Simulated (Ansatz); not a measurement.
Two isomers of CH6AlFOSi: A = `C[SiH](F)[O][AlH2]`, B = `F[CH2][AlH][O][SiH3]`.

Calculated with Ansatz (gas phase, PBE0-D4/def2-TZVP geometries, no zero-point term in ΔE). CBS: MP2 limit from def2 TZ/QZ plus the TZ coupled-cluster correction, frozen cores. DFT in def2-TZVPP. B3LYP here is the variant with VWN-RPA as its local correlation; programs differ in this. One conformer a species, not always the lowest.

A:

Z-matrix (Å, degrees):
```
C
Si 1 1.848
H 1 1.093 2 110.9
H 1 1.093 2 110.5 3 -120.0
H 1 1.093 2 110.8 3 120.1
F 2 1.602 1 108.1 3 -60.8
O 2 1.613 1 111.3 3 58.8
H 2 1.483 1 112.8 3 -177.9
Al 7 1.687 2 167.9 1 -128.3
H 9 1.579 7 117.0 2 -172.3
H 9 1.578 7 118.7 2 8.1
```

B:

```xyz
11

F     0.694   -1.812    0.850
C    -0.544   -2.001    0.228
Al   -1.192   -0.310   -0.567
O    -0.231    1.060   -0.403
Si    1.072    1.911    0.082
H    -0.425   -2.795   -0.521
H    -1.238   -2.402    0.979
H    -2.564   -0.204   -1.341
H     1.175    1.902    1.566
H     2.315    1.334   -0.494
H     0.939    3.318   -0.379
```

Question: Which isomer does CCSD(T)/CBS put lower? Give the gap. (Estimate.)

Answer: Computed: A, by 69.3 kcal/mol.

Question: Give E(B) − E(A) in kcal/mol with r2SCAN-D4, CCSD(T)/def2-TZVPP, B3LYP-D4, MP2/def2-TZVPP, PBE0-D4, B2PLYP, CCSD/def2-TZVPP. (Best estimate.)

Answer: Computed: r2SCAN-D4 68.2, CCSD(T)/def2-TZVPP 68.4, B3LYP-D4 66.2, MP2/def2-TZVPP 71.1, PBE0-D4 66.4, B2PLYP 67.9, CCSD/def2-TZVPP 68.7. None reverses the order clearly.

Largest T1 diagnostic: 0.012.

From PBE to PBE0 (25 % exact exchange), in def2-TZVPP and without D4, E(B) − E(A) moves by +2.4 kcal/mol.
